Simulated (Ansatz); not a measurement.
System: prop-2-enylboronic acid, C$_{3}$H$_{7}$BO$_{2}$ (charge 0, singlet). SMILES: C=CCB(O)O
Geometry from a B3LYP-D3(BJ)/def2-TZVP (Ansatz, a program for electronic structure) optimisation:
```
C
H 1 1.0913
H 1 1.0988 2 106.96
C 1 1.4998 2 110.70 3 -118.63
C 4 1.3276 1 125.17 2 -6.12
H 5 1.0825 4 121.51 1 -178.85
H 5 1.0845 6 116.90 4 179.94
H 4 1.0861 5 119.04 6 -0.42
B 1 1.5790 2 110.13 3 115.68
O 9 1.3702 1 118.30 2 -7.89
H 10 0.9627 9 116.19 1 -178.88
O 9 1.3715 10 123.67 11 0.36
H 12 0.9620 9 116.41 10 1.05
```

Quantity: atomisation energy, in kcal/mol. Conventions: 6-311+G** with 5d; LANL2DZ all-electron up to Ne; atomisation electronic, to ground-state atoms; frozen cores in correlated levels; spin-orbit terms left out; open shells spin-unrestricted; 6-31G* and kin with 6d, 5d where marked; non-relativistic; dispersion terms only where a functional's name holds one. CBS marks a two-point X^-3 extrapolation of the correlation energy; Hartree-Fock from the larger set. First-principles rows: single points at B3LYP-D3(BJ) geometries (Ansatz).

Coupled cluster (Ansatz) is a level with limits of its own, used here on species with T1 under 0.025 (0.045 for open shells) and stable references: CCSD(T)/CBS(cc-pVTZ,cc-pVQZ).

Value to compare with, CCSD(T)/CBS(cc-pVTZ,cc-pVQZ) (Ansatz): 1328.0 kcal/mol.

```json
[
 {"level": "B3LYP/STO-3G", "program": "Ansatz", "atomisation energy (kcal/mol)": "1491.7", "difference": "163.7"},
 {"level": "B3LYP/3-21G", "program": "Ansatz", "atomisation energy (kcal/mol)": "1289.3", "difference": "-38.7"},
 {"level": "B3LYP/LANL2DZ", "program": "Ansatz", "atomisation energy (kcal/mol)": "1260.6", "difference": "-67.4"},
 {"level": "B3LYP/6-31G", "program": "Ansatz", "atomisation energy (kcal/mol)": "1271.7", "difference": "-56.3"},
 {"level": "B3LYP/6-31G*", "program": "Ansatz", "atomisation energy (kcal/mol)": "1312.9", "difference": "-15.1"},
 {"level": "B3LYP/6-31+G*", "program": "Ansatz", "atomisation energy (kcal/mol)": "1304.0", "difference": "-24.0"},
 {"level": "B3LYP/6-31G**", "program": "Ansatz", "atomisation energy (kcal/mol)": "1325.6", "difference": "-2.4"},
 {"level": "B3LYP/def2-SVP", "program": "Ansatz", "atomisation energy (kcal/mol)": "1330.9", "difference": "2.9"},
 {"level": "B3LYP/cc-pVDZ", "program": "Ansatz", "atomisation energy (kcal/mol)": "1301.8", "difference": "-26.2"},
 {"level": "B3LYP/6-311+G**", "program": "Ansatz", "atomisation energy (kcal/mol)": "1311.7", "difference": "-16.3"},
 {"level": "B3LYP/def2-TZVPD", "program": "Ansatz", "atomisation energy (kcal/mol)": "1319.2", "difference": "-8.8"}
]
```

Among the 10 habitual levels, B3LYP/STO-3G lies farthest from CCSD(T)/CBS(cc-pVTZ,cc-pVQZ) (Ansatz) (163.7 kcal/mol); 2 of 10 lie above it, and their mean absolute difference is 41.3 kcal/mol, the median 25.1. One case shows no general order.

The sets are all those run for this method; left out are runs that failed, that the program found above a lower state of the same kind, or whose <S^2> lies over 0.5 above the pure value.
